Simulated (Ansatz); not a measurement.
Basis-set extrapolation for CH5B2ClO (`OCBBCl`) (PBE0-D4/def2-TZVP geometry, frozen core, Ansatz). Multiplicity 1, RHF reference.

```
                      def2-TZVPP   def2-QZVPP
                 HF  -624.570870  -624.590941
    MP2 correlation    -0.806964    -0.869077
CCSD(T) correlation    -0.889523      not run
```

Energies in hartree. Use E(X) = E(∞) + A·exp(−7.88·√X) for Hartree–Fock and E(X) = E(∞) + B·X^(−2.97) for correlation, with X = 3 and 4, and add CCSD(T) minus MP2 of the smaller set to the MP2 limit.

Task: What is the CCSD(T) energy at the basis-set limit?

Result: HF limit: -624.590941 + (-0.020071) × 0.13774 = -624.59371. MP2 limit: -0.869077 + (-0.062113) × 0.74074 = -0.91509. Higher-order term: -0.889523 − (-0.806964) = -0.08256. Total: -625.59136 hartree, 343.9 kJ/mol below CCSD(T)/def2-TZVPP.
